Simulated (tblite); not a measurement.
A geometry optimisation, step by step.

C₈H₁₁FN₂.
SMILES with atom numbers: `[CH3:1][C:2]([CH3:3])([CH3:4])[c:5]1[cH:6][c:7]([F:8])[cH:9][n:10][n:11]1` (hydrogens: H12, H13, H14 on C1; H15, H16, H17 on C3; H18, H19, H20 on C4; H21 on C6; H22 on C9)

Computed with GFN2-xTB (tblite), gas phase: L-BFGS steps from a force-field or distance-geometry start until the largest atomic force falls under 0.01 eV/Å. 6 of its 34 geometries are shown.

Step 0: E = -905.6770 eV, largest atomic force 2.842 eV/Å
```
atom  x, y, z in Å  |  force x, y, z in eV/Å
C1     -1.470   -1.506    0.693   -0.477  -0.047   0.081
C2     -0.914   -0.108    0.324    0.019  -0.630   0.642
C3     -1.799    0.492   -0.757   -0.544   0.494  -0.383
C4     -0.972    0.772    1.591    0.259  -0.141   0.504
C5      0.531   -0.209   -0.160    0.466  -1.575  -0.194
C6      1.245    0.919   -0.553    0.369   0.701  -0.126
C7      2.552    0.759   -0.997   -0.707   0.207   0.280
F8      3.275    1.827   -1.365   -0.023   0.013  -0.024
C9      3.103   -0.507   -1.043   -0.930  -1.583   0.488
N10     2.394   -1.589   -0.668   -2.087   1.866   0.487
N11     1.105   -1.434   -0.234    1.981   0.959  -0.718
H12    -1.485   -2.176   -0.172    0.143   0.253   0.176
H13    -2.517   -1.425    1.062    0.694   0.116  -0.270
H14    -0.888   -1.985    1.483    0.036   0.188  -0.222
H15    -1.768   -0.086   -1.681    0.086  -0.038   0.123
H16    -1.515    1.522   -1.000    0.069  -0.184   0.057
H17    -2.854    0.536   -0.433    0.502  -0.134   0.001
H18    -0.321    0.363    2.388   -0.256   0.131  -0.477
H19    -0.657    1.798    1.407    0.015  -0.078  -0.117
H20    -1.985    0.811    2.006    0.189  -0.094  -0.278
H21     0.821    1.921   -0.508    0.086  -0.293  -0.021
H22     4.109   -0.674   -1.383    0.111  -0.129  -0.011
```

Step 7: E = -905.9368 eV, largest atomic force 0.142 eV/Å
```
atom  x, y, z in Å  |  force x, y, z in eV/Å
C1     -1.456   -1.504    0.689   -0.003  -0.047  -0.008
C2     -0.902   -0.125    0.333    0.005  -0.034   0.034
C3     -1.783    0.495   -0.756   -0.068   0.022  -0.059
C4     -0.949    0.755    1.585   -0.014   0.071   0.070
C5      0.521   -0.209   -0.166    0.121  -0.002   0.008
C6      1.226    0.945   -0.542   -0.053   0.059  -0.010
C7      2.517    0.772   -0.979    0.079  -0.085  -0.052
F8      3.262    1.820   -1.364   -0.006   0.076   0.005
C9      3.044   -0.516   -1.025   -0.053  -0.061   0.059
N10     2.317   -1.545   -0.648   -0.058  -0.106   0.036
N11     1.097   -1.398   -0.231   -0.019  -0.039  -0.014
H12    -1.454   -2.155   -0.179    0.035  -0.013  -0.006
H13    -2.480   -1.394    1.044    0.063  -0.061  -0.009
H14    -0.860   -1.971    1.467    0.012   0.012  -0.037
H15    -1.745   -0.098   -1.666    0.044  -0.024  -0.039
H16    -1.483    1.512   -0.990    0.024   0.013  -0.012
H17    -2.813    0.515   -0.411   -0.057   0.039  -0.003
H18    -0.308    0.353    2.367    0.007  -0.006  -0.032
H19    -0.641    1.774    1.371    0.056   0.045   0.001
H20    -1.969    0.786    1.958   -0.020   0.011   0.056
H21     0.798    1.930   -0.504   -0.086   0.111   0.024
H22     4.051   -0.723   -1.355   -0.006   0.021  -0.012
```

Step 13: E = -905.9445 eV, largest atomic force 0.085 eV/Å
```
atom  x, y, z in Å  |  force x, y, z in eV/Å
C1     -1.444   -1.508    0.683    0.001   0.008   0.009
C2     -0.904   -0.121    0.335   -0.059   0.058  -0.020
C3     -1.784    0.495   -0.760   -0.014   0.033  -0.030
C4     -0.949    0.763    1.588    0.014  -0.010   0.018
C5      0.521   -0.200   -0.163   -0.056  -0.055   0.022
C6      1.220    0.955   -0.543   -0.028  -0.019   0.012
C7      2.510    0.766   -0.980   -0.016   0.048   0.031
F8      3.256    1.815   -1.360    0.048   0.005  -0.026
C9      3.030   -0.526   -1.014   -0.011   0.001  -0.033
N10     2.301   -1.556   -0.642   -0.017   0.039   0.013
N11     1.084   -1.395   -0.229   -0.035  -0.044   0.016
H12    -1.435   -2.158   -0.186    0.037   0.001  -0.042
H13    -2.466   -1.415    1.041   -0.045  -0.024   0.009
H14    -0.844   -1.971    1.457    0.072  -0.023   0.028
H15    -1.733   -0.101   -1.669   -0.017   0.003   0.024
H16    -1.476    1.511   -0.996    0.001  -0.006  -0.007
H17    -2.818    0.526   -0.421    0.028  -0.011  -0.037
H18    -0.304    0.352    2.360    0.024  -0.009   0.032
H19    -0.627    1.780    1.374   -0.027  -0.016   0.004
H20    -1.966    0.795    1.973    0.019   0.035  -0.004
H21     0.783    1.939   -0.499    0.029   0.004  -0.013
H22     4.035   -0.727   -1.350    0.052  -0.019  -0.007
```

Step 20: E = -905.9478 eV, largest atomic force 0.022 eV/Å
```
atom  x, y, z in Å  |  force x, y, z in eV/Å
C1     -1.438   -1.511    0.682    0.008   0.014  -0.006
C2     -0.914   -0.117    0.338   -0.002   0.020  -0.009
C3     -1.787    0.499   -0.764   -0.003  -0.002   0.004
C4     -0.948    0.765    1.593   -0.005  -0.001  -0.005
C5      0.512   -0.199   -0.160   -0.003   0.001   0.005
C6      1.215    0.954   -0.540    0.003   0.003  -0.001
C7      2.505    0.766   -0.977   -0.005   0.000   0.000
F8      3.258    1.810   -1.361   -0.006  -0.002   0.002
C9      3.022   -0.528   -1.013    0.006  -0.004   0.000
N10     2.291   -1.556   -0.638    0.000   0.002  -0.001
N11     1.073   -1.395   -0.224    0.000   0.005   0.000
H12    -1.413   -2.153   -0.193    0.002   0.003  -0.010
H13    -2.462   -1.441    1.041    0.001  -0.009   0.003
H14    -0.823   -1.969    1.450    0.004   0.004   0.008
H15    -1.731   -0.102   -1.669   -0.004   0.006   0.011
H16    -1.472    1.513   -1.004   -0.010  -0.016   0.006
H17    -2.823    0.532   -0.437    0.007   0.003   0.000
H18    -0.298    0.351    2.361   -0.011   0.003   0.001
H19    -0.624    1.781    1.378    0.001  -0.007  -0.002
H20    -1.961    0.810    1.985   -0.001  -0.010   0.000
H21     0.782    1.941   -0.499    0.009  -0.002  -0.002
H22     4.027   -0.733   -1.346    0.009  -0.011  -0.003
```

Step 26: E = -905.9479 eV, largest atomic force 0.011 eV/Å
```
atom  x, y, z in Å  |  force x, y, z in eV/Å
C1     -1.437   -1.510    0.681    0.002  -0.001   0.000
C2     -0.915   -0.115    0.338    0.004   0.002  -0.002
C3     -1.788    0.499   -0.763   -0.001   0.001   0.001
C4     -0.949    0.766    1.593   -0.002  -0.001   0.001
C5      0.511   -0.198   -0.160    0.004   0.004  -0.004
C6      1.216    0.954   -0.541    0.006   0.003  -0.002
C7      2.506    0.765   -0.977    0.001   0.000  -0.002
F8      3.257    1.810   -1.361    0.004  -0.005  -0.001
C9      3.023   -0.529   -1.014   -0.004   0.000   0.003
N10     2.290   -1.555   -0.638    0.002  -0.005  -0.001
N11     1.072   -1.394   -0.224    0.003   0.004  -0.001
H12    -1.410   -2.150   -0.196    0.006  -0.006   0.002
H13    -2.461   -1.445    1.041   -0.002   0.004  -0.002
H14    -0.820   -1.966    1.449    0.006  -0.006  -0.004
H15    -1.732   -0.102   -1.668   -0.005   0.000   0.000
H16    -1.475    1.512   -1.003   -0.003   0.003  -0.001
H17    -2.825    0.533   -0.436   -0.001  -0.001   0.006
H18    -0.301    0.351    2.362    0.000  -0.001   0.002
H19    -0.624    1.780    1.378   -0.008   0.003   0.006
H20    -1.962    0.808    1.985   -0.005   0.005  -0.004
H21     0.786    1.942   -0.500    0.004  -0.003  -0.001
H22     4.028   -0.737   -1.346   -0.011   0.001   0.003
```

Step 33: E = -905.9482 eV, largest atomic force 0.009 eV/Å
```
atom  x, y, z in Å  |  force x, y, z in eV/Å
C1     -1.432   -1.510    0.679   -0.001  -0.005   0.001
C2     -0.914   -0.113    0.337    0.000  -0.005   0.004
C3     -1.791    0.500   -0.762    0.000   0.000   0.000
C4     -0.953    0.766    1.594    0.000   0.002   0.001
C5      0.512   -0.194   -0.161    0.000   0.003   0.001
C6      1.219    0.956   -0.542    0.000   0.001   0.000
C7      2.509    0.763   -0.978    0.001  -0.001   0.000
F8      3.262    1.807   -1.363    0.006  -0.006  -0.002
C9      3.023   -0.532   -1.013    0.000   0.000  -0.002
N10     2.288   -1.556   -0.637    0.000   0.000  -0.001
N11     1.071   -1.392   -0.224    0.000   0.003   0.001
H12    -1.402   -2.150   -0.197    0.000   0.003  -0.002
H13    -2.456   -1.447    1.038    0.002  -0.002   0.000
H14    -0.814   -1.966    1.446   -0.002   0.003   0.002
H15    -1.738   -0.102   -1.666   -0.003   0.000  -0.005
H16    -1.480    1.514   -1.003    0.004   0.004   0.000
H17    -2.826    0.533   -0.430   -0.003  -0.001   0.002
H18    -0.307    0.351    2.364   -0.002   0.000   0.002
H19    -0.630    1.782    1.382    0.003   0.002  -0.005
H20    -1.968    0.807    1.982   -0.001  -0.004   0.000
H21     0.792    1.945   -0.502   -0.005   0.000   0.002
H22     4.027   -0.743   -1.346    0.001   0.003   0.001
```

**Question.** Summarise the path.

**Answer.** The energy falls by 26.16 kJ/mol from step 0 to step 33; nine tenths of that is first reached at step 5. It falls at every step. The largest force goes from 2.842 to 0.009 eV/Å. Among the bonds N10–N11 changes most, from 1.369 to 1.296 Å; the atoms move by 0.058 Å rms after alignment.
